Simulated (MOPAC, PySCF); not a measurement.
[Zn(OH)2], neutral singlet in the gas phase. 

Cartesian coordinates (Å):
```xyz
5

Zn     0.1581     0.0152    -0.1020
O     -0.8648     0.6702    -1.4036
H     -0.6488     0.2578    -2.2608
O      1.0052    -0.6567     1.3124
H      1.8115    -0.1460     1.5139
```
Charge 0, multiplicity 1.

All levels are single points at this geometry (PBE-D3(BJ)/def2-SVP); Pople sets use spherical d functions. Orbital energies aren't observables, and empty levels follow the basis.

```json
[
 {"level": "B3LYP-D3(BJ)/def2-TZVP in PySCF", "HOMO (eV)": "-8.18", "LUMO (eV)": "-1.53", "gap (eV)": "6.64", "dipole (D)": "2.03", "vertical IE, Delta-SCF (eV)": "–"},
 {"level": "PBE-D3(BJ)/def2-TZVP in PySCF", "HOMO (eV)": "-6.78", "LUMO (eV)": "-2.05", "gap (eV)": "4.72", "dipole (D)": "1.91", "vertical IE, Delta-SCF (eV)": "–"},
 {"level": "TPSSh-D3(BJ)/def2-TZVP in PySCF", "HOMO (eV)": "-7.49", "LUMO (eV)": "-1.52", "gap (eV)": "5.97", "dipole (D)": "1.98", "vertical IE, Delta-SCF (eV)": "–"},
 {"level": "B3LYP/3-21G in PySCF", "HOMO (eV)": "-7.12", "LUMO (eV)": "-1.11", "gap (eV)": "6.01", "dipole (D)": "2.26", "vertical IE, Delta-SCF (eV)": "–"},
 {"level": "B3LYP/6-311+G** (LANL2DZ on Zn) in PySCF", "HOMO (eV)": "-8.16", "LUMO (eV)": "-1.81", "gap (eV)": "6.35", "dipole (D)": "2.30", "vertical IE, Delta-SCF (eV)": "–"},
 {"level": "B3LYP/6-31G* (LANL2DZ on Zn) in PySCF", "HOMO (eV)": "-7.54", "LUMO (eV)": "-1.27", "gap (eV)": "6.27", "dipole (D)": "2.14", "vertical IE, Delta-SCF (eV)": "10.43"},
 {"level": "B3LYP/LANL2DZ in PySCF", "HOMO (eV)": "-7.82", "LUMO (eV)": "-1.61", "gap (eV)": "6.21", "dipole (D)": "2.61", "vertical IE, Delta-SCF (eV)": "–"},
 {"level": "PBE/6-31G* (LANL2DZ on Zn) in PySCF", "HOMO (eV)": "-6.13", "LUMO (eV)": "-1.81", "gap (eV)": "4.33", "dipole (D)": "2.02", "vertical IE, Delta-SCF (eV)": "–"},
 {"level": "SVWN5/6-31G* (LANL2DZ on Zn) in PySCF", "HOMO (eV)": "-6.34", "LUMO (eV)": "-2.06", "gap (eV)": "4.28", "dipole (D)": "2.10", "vertical IE, Delta-SCF (eV)": "–"},
 {"level": "HF/3-21G in PySCF", "HOMO (eV)": "-11.76", "LUMO (eV)": "1.48", "gap (eV)": "13.24", "dipole (D)": "2.73", "vertical IE, Delta-SCF (eV)": "–"},
 {"level": "HF/6-31G* (LANL2DZ on Zn) in PySCF", "HOMO (eV)": "-12.26", "LUMO (eV)": "1.83", "gap (eV)": "14.10", "dipole (D)": "2.50", "vertical IE, Delta-SCF (eV)": "–"},
 {"level": "PM6 in MOPAC", "HOMO (eV)": "-11.81", "LUMO (eV)": "-1.77", "gap (eV)": "10.05", "dipole (D)": "2.42", "vertical IE, Delta-SCF (eV)": "–"},
 {"level": "PM7 in MOPAC", "HOMO (eV)": "-10.98", "LUMO (eV)": "0.51", "gap (eV)": "11.49", "dipole (D)": "2.57", "vertical IE, Delta-SCF (eV)": "–"}
]
```
